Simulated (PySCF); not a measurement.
Simulated absorption spectrum

Compound: CH10GeOSi2.
Z-matrix (Å and degrees, PBE0-D3(BJ)/def2-SVP geometry), rows numbered from 1:
```
Si
O   1  1.6500
Si  2  1.6557  1  156.32
C   3  1.8696  2  110.49  1   -26.03
Ge  4  1.9597  3  114.58  2    61.93
H   1  1.4910  2  108.64  3   173.48
H   1  1.4939  2  110.57  3   -66.64
H   1  1.4949  2  110.40  3    53.92
H   3  1.4934  2  107.85  1  -147.11
H   3  1.4948  2  108.96  1    94.72
H   4  1.1023  3  109.40  2   -60.09
H   4  1.1036  3  108.85  2  -176.80
H   5  1.5399  4  109.78  3    59.72
H   5  1.5406  4  109.98  3   -59.71
H   5  1.5398  4  110.37  3  -179.71
```

Computed, not measured: TDDFT wB97X-D/def2-SVPD, vertical, gas phase, core orbitals frozen in the response (PySCF). Relativistic effects, spin–orbit coupling among them, are left out although an element past zinc is present.

Computed states:

| state | E (eV) | f |
| --- | --- | --- |
| S1 | 7.41 | 0.0017 |
| S2 | 7.46 | 0.0093 |
| S3 | 8.01 | 0.014 |
| S4 | 8.11 | 0.022 |
| S5 | 8.24 | 0.0098 |
| S6 | 8.31 | 0.045 |
| S7 | 8.49 | 0.187 |
| S8 | 8.63 | 0.084 |
| S9 | 8.66 | 0.050 |
| S10 | 8.70 | 0.072 |

Each state is given a Gaussian of 0.25 eV full width at half maximum, with ε(max) = 2.175×10⁸ f / Δν̃ (Δν̃ the width in cm⁻¹). The width is an assumption, not a result. The curve ends short of the highest state used, and states not computed would add to its high-energy end.

(1) Give the broadened spectrum and its maxima.

(2) Coming from long wavelengths, where does ε first pass 100 L mol⁻¹ cm⁻¹?

(3) Does any computed singlet lie in the visible range?

Results:

(1) 
```
E (eV)  ε (L mol⁻¹ cm⁻¹)
  7.03                 1
  7.05                 1
  7.07                 2
  7.09                 4
  7.11                 8
  7.13                13
  7.15                23
  7.17                38
  7.19                60
  7.21                92
  7.23               138
  7.25               198
  7.27               276
  7.29               371
  7.31               483
  7.32               544
  7.34               672
  7.36               803
  7.38               927
  7.40              1035
  7.42              1116
  7.44              1162
  7.46              1170
  7.48              1138
  7.50              1069
  7.52               970
  7.54               851
  7.56               721
  7.58               590
  7.60               466
  7.61               409
  7.63               308
  7.65               226
  7.67               164
  7.69               121
  7.71                97
  7.73                93
  7.75               108
  7.77               146
  7.79               210
  7.81               305
  7.83               437
  7.85               611
  7.87               831
  7.89              1097
  7.90              1247
  7.92              1579
  7.94              1944
  7.96              2330
  7.98              2724
  8.00              3109
  8.02              3472
  8.04              3802
  8.06              4094
  8.08              4354
  8.10              4591
```

Maxima: 166 nm (7.45 eV), ε about 1200, made up of S1 (14%) and S2 (86%) (ε in L mol⁻¹ cm⁻¹; maxima over ε = 5, shares over 10%). At its high-energy end, 8.10 eV, the curve is still rising (ε about 4600, from S3, S4 and S6).

(2) At about 172 nm (7.21 eV), 0.20 eV below S1.

(3) No computed singlet lies in the visible range (380 to 750 nm); the lowest, at 167 nm, stands 4.15 eV above its violet end (3.26 eV).

All these states lie below the vertical ionisation energy of 10.34 eV (ΔSCF).

One conformer stands for the species.

Without π bonds the low states are Rydberg-like; a valence basis with one diffuse set may place them up to an eV too high.
